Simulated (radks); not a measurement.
Effect of the nuclear size on neutral chromium, [Ar] 3d5 4s1. All-electron calculation, Dirac Kohn-Sham, PBE, spin-unpolarised, spherical densities, finite nucleus; open shells fill j = l - 1/2 first; Fermi nuclear charge, rms radius 3.6452 fm. Program: a radial shooting solver on a logarithmic mesh with Libxc functionals. The rms radius is varied about that value; shifts are against it.

| rms radius (fm) | total energy shift (eV) | density at nucleus (e/bohr^3) | 1s1/2 shift (meV) | 2s1/2 shift (meV) | 3s1/2 shift (meV) |
|---|---|---|---|---|---|
| 3.1495 | -0.0187 | 1.15e+04 | -7.93 | -0.695 | -0.098 |
| 3.2916 | -0.0136 | 1.148e+04 | -5.77 | -0.506 | -0.071 |
| 3.6452 | 0 | 1.144e+04 | 0.000 | 0.000 | 0.000 |
| 3.9113 | 0.0111 | 1.141e+04 | 4.72 | 0.413 | 0.058 |
| 4.356 | 0.0314 | 1.136e+04 | 13.3 | 1.17 | 0.164 |

Slopes of the eigenvalues against <r^2> in GHz/fm^2, as finite differences over the two radii next to the reference (eigenvalue slopes, not the field-shift constants of lines): 1s1/2 568, 2s1/2 49.8, 3s1/2 6.99.
